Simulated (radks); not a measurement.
Results of a calculation; reference values are marked as such.
All-electron atom: Zn in [Ar] 3d10 4s1 4p1 (not the ground configuration).

Code: a radial shooting solver on a logarithmic mesh with Libxc functionals. Model: scalar-relativistic Kohn-Sham, SCAN, spin-polarised, spherical densities, finite nucleus; open shells are filled with parallel spins first; meta-GGA in the generalised Kohn-Sham scheme; Fermi nuclear charge, rms radius 3.9283 fm.

Energy parts (hartree):
| part | energy |
|---|---|
| total | -1796.31359 |
| kinetic | 1824.95463 |
| electron-nucleus | -4326.78564 |
| Hartree | 777.46593 |
| exchange-correlation | -71.94851 |

Orbitals (lengths in bohr, moments of r in powers of bohr; r(max) is where P^2 peaks):
orbital	occ.	eigenvalue (hartree)	r(max)
1s up	1	-351.1924	0.03292
1s down	1	-351.1898	0.03292
2s up	1	-43.05923	0.1890
2s down	1	-43.06228	0.1890
2p up	3	-37.25840	0.1522
2p down	3	-37.25949	0.1522
3s up	1	-4.98289	0.5881
3s down	1	-4.98574	0.5883
3p up	3	-3.23399	0.5930
3p down	3	-3.23573	0.5932
3d up	5	-0.45504	0.5697
3d down	5	-0.44512	0.5684
4s up	1	-0.30604	2.035
4p up	1	-0.09484	2.809

The highest occupied level is 4p up at -2.581 eV. The electron density at the nucleus is 2.531e+04 e/bohr^3 (large components only). Summed over all electrons, <r^2> = 39.36 bohr^2, which gives a Langevin (diamagnetic) susceptibility term of -31.2 x 10^-6 cm^3/mol. The density falls to 0.001 e/bohr^3 at r = 4.44 bohr.

Empty levels of this run are not shown, since the potential may be unsettled where no density lies.
